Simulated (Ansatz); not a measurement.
Species: WH6 (charge 0, singlet). SMILES: [WH6]
Structure (B3LYP-D3(BJ)/def2-TZVP (Ansatz, a program for electronic structure) minimum search):
```
W
H 1 1.6678
H 1 1.6678 2 62.99
H 1 1.6678 2 62.99 3 71.80
H 1 1.7134 2 119.70 3 -38.66
H 1 1.7134 2 119.70 3 110.46
H 1 1.7134 2 67.71 3 -144.10
```

Parts of the frozen-core correlation energy in def2-SVPD (Ansatz, hartree). Frozen orbitals: 4; correlated occupied orbitals by spin: 6 and 6; virtual: 73 and 73. Spin-orbit coupling is left out. Past Kr the def2 sets carry scalar-relativistic core potentials.

| term | value |
|---|---|
| reference (HF) | -69.69836 |
| MP2 opposite-spin | -0.21094 |
| MP2 same-spin | -0.05564 |
| CCSD correlation | -0.29495 |
| (T) | -0.01202 |
| T1 diagnostic | 0.034 |
| largest doubles amplitude | 0.045 |
